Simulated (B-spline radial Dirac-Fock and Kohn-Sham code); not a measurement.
Elastic and transport cross sections of lead for positrons

Calculated with a radial finite-basis atomic code, using relativistic (Dirac) partial waves in the static field of the Dirac-Fock atom, without polarisation or absorption potentials. Below a few hundred eV the neglected polarisation potential matters, most of all at small angles. σ_tr1 and σ_tr2 weight the cross section with 1 − P₁ and 1 − P₂ of cos θ; "backward" is the share scattered beyond 90°.

```
energy (eV)  σ (a₀²)  σ_tr1 (a₀²)  σ_tr2 (a₀²)  σ/σ_tr1  backward (%)
        273     16.4         2.52         4.38     6.51           4.3
       1460     8.30        0.638         1.21     13.0           1.8
       1580     8.01        0.593         1.13     13.5           1.7
       1910     7.35        0.497        0.956     14.8           1.5
       4030     5.13        0.239        0.477     21.4          0.96
       9330        ?            ?            ?        ?             ?
      24400     1.90       0.0280       0.0635     67.7          0.20
      27500     1.77       0.0238       0.0544     74.2          0.18
      28300     1.74       0.0229       0.0524     75.9          0.17
      28600     1.73       0.0226       0.0517     76.5          0.17
      33300     1.58       0.0183       0.0424     86.2          0.14
      57500     1.13      0.00836       0.0201      136         0.077
      80300    0.929      0.00509       0.0125      182         0.051
      89500    0.872      0.00433       0.0107      201         0.045
     106000    0.791      0.00335      0.00836      236         0.036
     108000    0.782      0.00326      0.00813      240         0.035
```

**Question.** Fill in the row for 9.33 keV.

**Answer.** σ = 3.29 a₀², σ_tr1 = 0.0945 a₀², σ_tr2 = 0.200 a₀², σ/σ_tr1 = 34.8, backward 0.49 %. The ratio σ/σ_tr1 is roughly the number of elastic collisions that randomise the direction.
